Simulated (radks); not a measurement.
Problem. Isoelectronic series with 11 electrons, all held in the configuration [Ne] 3s1, which need not be the ground one along the series. Calculated with a radial shooting solver on a logarithmic mesh with Libxc functionals: scalar-relativistic Kohn-Sham, PBEsol, spin-polarised, spherical densities, point nucleus; open shells are filled with parallel spins first (spin-orbit coupling, left out, can overturn this in heavy ions). Total energies (hartree) and orbital eigenvalues (eV) (* marks an orbital that is empty in some or all of the ions):

| ion | E (hartree) | 3s down* | 3s up | 2p down |
|---|---|---|---|---|
| K8+ | -579.39382 | -162.4471 | -167.4123 | -444.5309 |
| Co16+ | -1266.22592 | -524.5854 | -532.7812 | -1304.404 |
| Br24+ | -2228.96634 | -1088.842 | -1100.252 | -2609.386 |
| Sb40+ | -5024.30481 | -2854.054 | -2871.936 | -6588.021 |
| Pr48+ | -6887.4655 | -4078.672 | -4099.832 | -9285.702 |
| Ho56+ | -9089.5660 | -5554.165 | -5578.639 | -12476.46 |

Estimate the row of Tc32+.

Solution. E (hartree) -3477.27318; 3s down* -1861.999; 3s up -1876.633; 2p down -4367.061.
